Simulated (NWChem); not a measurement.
System: C₂H₆B cation

```xyz
9

C      0.0000     0.0000     1.4827
B      0.0000     0.0000     0.0000
C      0.0000     0.0000    -1.4827
H     -0.7883     0.6643     1.8729
H     -0.1811    -1.0148     1.8729
H      0.9694     0.3505     1.8729
H      0.3505     0.9694    -1.8729
H     -1.0148    -0.1811    -1.8729
H      0.6643    -0.7883    -1.8729
```
Atoms are numbered in this order, from 1.

Program: NWChem. Pople sets run with spherical d functions. All runs use the structure optimised with B3LYP/6-31G* (spherical d). Static field.

For level CAM-B3LYP/6-31+G*:

```yaml
isotropic polarisability (bohr³): 31.4
anisotropy (bohr³): 16.0
```

**Question.** How do the values read with level PBE/6-31+G* instead?

**Answer.** The isotropic polarisability (bohr³) is 32.8 and the anisotropy (bohr³) comes out as 19.3.
